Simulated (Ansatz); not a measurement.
`CC1[CH2][AlH][SiH2]1` and `[CH2]1C[SiH2][AlH]1` differ in one atom or group.

Ansatz, PBE0-D4/def2-TZVP geometries, multiplicity 1. 

```
                                          property  `CC1[CH2][AlH][SiH2]1`
           HOMO–LUMO gap (ωB97M-V/def2-TZVPP) / eV                    8.52
                HOMO energy (PBE0/def2-TZVPP) / eV                   -6.63
               LUMO energy (B3LYP/def2-TZVPP) / eV                   -1.90
                 HOMO energy (PBE/def2-TZVPP) / eV                   -5.61
size of the dipole moment (ωB97M-V/def2-TZVPP) / D                    0.81
             HOMO energy (ωB97M-V/def2-TZVPP) / eV                   -8.62
```

Question: Give the same properties after the change, and the shifts. (Best estimate.)

Answer: The calculation gave: 
```json
{"property": "HOMO–LUMO gap (ωB97M-V/def2-TZVPP) / eV", "`[CH2]1C[SiH2][AlH]1`": "8.59", "shift": "0.07"}
{"property": "HOMO energy (PBE0/def2-TZVPP) / eV", "`[CH2]1C[SiH2][AlH]1`": "-6.71", "shift": "-0.08"}
{"property": "LUMO energy (B3LYP/def2-TZVPP) / eV", "`[CH2]1C[SiH2][AlH]1`": "-1.92", "shift": "-0.02"}
{"property": "HOMO energy (PBE/def2-TZVPP) / eV", "`[CH2]1C[SiH2][AlH]1`": "-5.70", "shift": "-0.09"}
{"property": "size of the dipole moment (ωB97M-V/def2-TZVPP) / D", "`[CH2]1C[SiH2][AlH]1`": "0.79", "shift": "-0.02"}
{"property": "HOMO energy (ωB97M-V/def2-TZVPP) / eV", "`[CH2]1C[SiH2][AlH]1`": "-8.69", "shift": "-0.07"}
```

Dipoles are sizes alone; their direction can turn.

B3LYP here is the variant with VWN-RPA as its local correlation; programs differ in this.
